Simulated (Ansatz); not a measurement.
Sn12Cl12O20H6³⁺ (started as a model of: [(RSn)12O14(OH)6]2+, R = Cl). Total charge 3; doublet. Geometry r2SCAN-D4/def2-SVP, that of the charge +2 singlet.

```xyz
50

Sn    1.4993    1.0424   -2.9018
Sn    2.4006   -1.8863   -1.5599
Sn    3.2857    0.9773   -0.0745
Sn   -0.1767   -3.2242    0.0370
Sn    1.3003    1.5524    2.5157
Sn   -1.6800    1.6613   -2.2013
Sn    0.1767    3.2241   -0.0370
Sn   -1.3002   -1.5525   -2.5156
Sn    1.6800   -1.6614    2.2014
Sn   -1.4993   -1.0425    2.9018
Sn   -2.4005    1.8862    1.5599
Sn   -3.2857   -0.9774    0.0745
O     1.6823    0.0312   -1.0619
O     0.2553    2.4471   -1.9355
O    -0.4339    0.2171   -3.0922
O     0.3997   -2.4922   -1.8510
O     1.7908   -2.5433    0.3509
O     1.9084    2.3869    0.6807
O     2.6099    0.1058    1.7252
O    -1.9083   -2.3869   -0.6806
O    -0.2553   -2.4472    1.9355
O    -0.3996    2.4921    1.8510
O     0.4339   -0.2172    3.0923
O    -1.7908    2.5432   -0.3509
O    -2.6099   -0.1059   -1.7252
O    -1.6823   -0.0313    1.0619
O     2.3658   -0.8219   -3.3830
O     3.2018    1.8839   -1.9793
O     4.0536   -0.8835   -0.7116
O    -2.3658    0.8218    3.3830
O    -3.2018   -1.8839    1.9794
O    -4.0535    0.8835    0.7116
Cl    1.7231    2.0482   -4.9743
Cl    3.5141   -3.7727   -2.3072
Cl    5.2741    1.9186    0.6448
Cl   -0.3191   -5.5060    0.0743
Cl    2.2023    2.6498    4.3074
Cl   -2.8867    2.8360   -3.7481
Cl    0.3195    5.5059   -0.0745
Cl   -2.2024   -2.6498   -4.3074
Cl    2.8865   -2.8361    3.7483
Cl   -1.7233   -2.0482    4.9744
Cl   -3.5139    3.7728    2.3070
Cl   -5.2742   -1.9186   -0.6447
H     2.6930   -1.1181   -4.2496
H     3.8210    2.5324   -2.3558
H     4.9704   -1.2013   -0.6453
H    -2.6931    1.1181    4.2495
H    -3.8217   -2.5317    2.3562
H    -4.9701    1.2016    0.6445
```

In the def2 sets Sn takes a core potential; there is no spin–orbit coupling. Single mean-field runs in def2-SVP are fitted with def2-universal-jkfit. At PBE-D4/def2-SVP, BLYP-D4/def2-SVP the gap within one spin of the charge 3 doublet nearly closes, so an electron or hole may be smeared out by delocalisation error.

(1) Estimate the α-spin orbital energies around the gap (eV) in Ansatz with PBE-D4/def2-SVP, BLYP-D4/def2-SVP, PBE0-D4/def2-SVP.

## Answers

(1) 
```json
{"orbital": "HOMO−5", "PBE-D4/def2-SVP": "-15.63", "BLYP-D4/def2-SVP": "-15.38", "PBE0-D4/def2-SVP": "-17.07"}
{"orbital": "HOMO−4", "PBE-D4/def2-SVP": "-15.63", "BLYP-D4/def2-SVP": "-15.37", "PBE0-D4/def2-SVP": "-17.07"}
{"orbital": "HOMO−3", "PBE-D4/def2-SVP": "-15.63", "BLYP-D4/def2-SVP": "-15.37", "PBE0-D4/def2-SVP": "-17.06"}
{"orbital": "HOMO−2", "PBE-D4/def2-SVP": "-15.63", "BLYP-D4/def2-SVP": "-15.37", "PBE0-D4/def2-SVP": "-17.06"}
{"orbital": "HOMO−1", "PBE-D4/def2-SVP": "-15.62", "BLYP-D4/def2-SVP": "-15.36", "PBE0-D4/def2-SVP": "-17.06"}
{"orbital": "HOMO", "PBE-D4/def2-SVP": "-15.62", "BLYP-D4/def2-SVP": "-15.36", "PBE0-D4/def2-SVP": "-17.03"}
{"orbital": "LUMO", "PBE-D4/def2-SVP": "-12.82", "BLYP-D4/def2-SVP": "-12.62", "PBE0-D4/def2-SVP": "-12.12"}
{"orbital": "LUMO+1", "PBE-D4/def2-SVP": "-11.84", "BLYP-D4/def2-SVP": "-11.65", "PBE0-D4/def2-SVP": "-11.01"}
{"orbital": "LUMO+2", "PBE-D4/def2-SVP": "-11.84", "BLYP-D4/def2-SVP": "-11.65", "PBE0-D4/def2-SVP": "-11.01"}
{"orbital": "LUMO+3", "PBE-D4/def2-SVP": "-11.55", "BLYP-D4/def2-SVP": "-11.37", "PBE0-D4/def2-SVP": "-10.76"}
{"orbital": "LUMO+4", "PBE-D4/def2-SVP": "-11.00", "BLYP-D4/def2-SVP": "-10.83", "PBE0-D4/def2-SVP": "-10.11"}
{"orbital": "LUMO+5", "PBE-D4/def2-SVP": "-10.89", "BLYP-D4/def2-SVP": "-10.72", "PBE0-D4/def2-SVP": "-9.89"}
{"orbital": "β HOMO", "PBE-D4/def2-SVP": "-15.59", "BLYP-D4/def2-SVP": "-15.33", "PBE0-D4/def2-SVP": "-16.81"}
{"orbital": "β LUMO", "PBE-D4/def2-SVP": "-15.56", "BLYP-D4/def2-SVP": "-15.31", "PBE0-D4/def2-SVP": "-16.39"}
```
